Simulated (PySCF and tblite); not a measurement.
The numbers below are computed, except where a source is named.
System: C8H8, numbered as in [CH2:1]=[CH:2][c:3]1[cH:4][cH:5][cH:6][cH:7][cH:8]1.

Motion: rotation about the C3–C2 bond (torsion C4–C3–C2–C1 from 0° to 180°, rising). GFN2-xTB gives an electronic barrier of 3.2 kcal/mol.

Problem. What does revPBE/pcSseg-1 + D3(BJ) give on GFN2-xTB geometries?

Solution. A barrier of 4.3 kcal/mol, 1.1 above the tight-binding barrier (from unrounded values) and, with GFN2-xTB thermal terms, ΔG‡(298 K) = 4.7 kcal/mol and k = 4.3×10⁹ s⁻¹ (2 equivalent paths).

Programs: tblite and PySCF.
